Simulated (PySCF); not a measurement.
These 3 structures share the formula C4H8OSi2. Computed with PBE0-D3(BJ)/def2-SVP geometry optimisation, gas phase in PySCF. Energies are electronic, without zero-point or thermal terms, for one conformer each. No frequencies were run at this level. Point groups hold within 0.08 Å.

Task: Order them by energy at this level, lowest first, and give relative energies in kcal/mol.
A. `[CH:1]#[C:2][SiH2:3][O:4][SiH2:5][CH:6]=[CH2:7]` with C2–Si3–O4–Si5 3°, Si3–O4–Si5–C6 124°, O4–Si5–C6–C7 0°
B. `[CH:1]#[C:2][Si@H:3]1[CH2:4][CH2:5][SiH2:6][O:7]1` with C2–Si3–C4–C5 143°, Si3–C4–C5–Si6 -32°, C4–C5–Si6–O7 28°, C5–Si6–O7–Si3 -11°
C. `[OH:1][SiH:2]1[CH:3]=[CH:4][SiH2:5][CH:6]=[CH:7]1` with H–O1–Si2–C3 62°

Result: B (0.0), C (8.2), A (28.0).

As drawn, the highest has a C=C bond outside aromatic rings, which the lowest lacks.

| SMILES | E (Eh) | E rel (kcal/mol) | dipole (D) | point group | A, B, C (MHz) |
| --- | --- | --- | --- | --- | --- |
| C#C[Si@H]1CC[SiH2]O1 | -810.61699 | 0.0 | 1.85 | C1 | 3714, 1180, 1026 |
| O[SiH]1C=C[SiH2]C=C1 | -810.60400 | 8.2 | 1.43 | Cs | 3141, 1370, 1044 |
| C#C[SiH2]O[SiH2]C=C | -810.57242 | 28.0 | 0.94 | C1 | 3271, 892.8, 814.5 |

Task: How do the relative energies change in single points at PBE0/pcSseg-1 (no added dispersion term) on the same geometries?

Result: 
```json
{"SMILES": "C#C[Si@H]1CC[SiH2]O1", "PBE0-D3(BJ)/def2-SVP (kcal/mol)": "0.0", "PBE0/pcSseg-1 (kcal/mol)": "0.0", "shift": "0.0"}
{"SMILES": "O[SiH]1C=C[SiH2]C=C1", "PBE0-D3(BJ)/def2-SVP (kcal/mol)": "8.2", "PBE0/pcSseg-1 (kcal/mol)": "9.2", "shift": "+1.0"}
{"SMILES": "C#C[SiH2]O[SiH2]C=C", "PBE0-D3(BJ)/def2-SVP (kcal/mol)": "28.0", "PBE0/pcSseg-1 (kcal/mol)": "25.5", "shift": "-2.5"}
```

Each column counts from its own lowest isomer. The order is unchanged; the largest shift is 2.5 kcal/mol.
